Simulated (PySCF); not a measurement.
SMILES OB([SiH2]O[SiH3])O (H₇BO₃Si₂), GFN2-xTB optimised geometry.

```
13

O      2.93    -0.69     0.00
B      1.58    -0.69     0.00
O      0.97    -1.91     0.00
Si     0.58     1.01     0.00
O     -0.99     0.54     0.03
Si    -2.53     0.11     0.22
H      3.33    -1.56     0.00
H      0.02    -1.90     0.00
H      0.73     1.91     1.16
H      0.67     1.88    -1.19
H     -2.57    -0.84     1.34
H     -2.92    -0.55    -1.03
H     -3.33     1.30     0.49
```

Density from PBE/def2-TZVP (PySCF) at that geometry.

Minimum of the electron density along straight lines between bonded atoms, close to the bond critical point (lines longer than 1.1 times the sum of covalent radii, or with two minima, are not listed):

| bond | length / Å | ρ at the minimum / e bohr⁻³ | ∇²ρ there / e bohr⁻⁵ | position (fraction from the first atom) |
|---|---|---|---|---|
| O1–B2 | 1.351 | 0.215 | 0.97 | 0.67 |
| B2–O3 | 1.364 | 0.207 | (withheld) | 0.33 |
| B2–Si4 | 1.973 | 0.120 | (withheld) | 0.61 |
| Si4–O5 | 1.643 | 0.130 | 0.84 | 0.42 |
| O5–Si6 | 1.610 | 0.142 | 0.96 | 0.58 |
| O1–H7 | 0.961 | 0.359 | -2.43 | 0.80 |
| O3–H8 | 0.956 | 0.364 | -2.49 | 0.81 |
| Si4–H9 | 1.472 | 0.123 | 0.15 | 0.50 |
| Si4–H10 | 1.472 | 0.123 | 0.15 | 0.50 |
| Si6–H11 | 1.467 | 0.125 | 0.16 | 0.50 |
| Si6–H12 | 1.464 | 0.126 | 0.16 | 0.50 |
| Si6–H13 | 1.460 | 0.127 | 0.17 | 0.50 |

Question: What belongs in the gaps?

Answer: 
- B2–O3, ∇²ρ there / e bohr⁻⁵: 0.90
- B2–Si4, ∇²ρ there / e bohr⁻⁵: -0.06
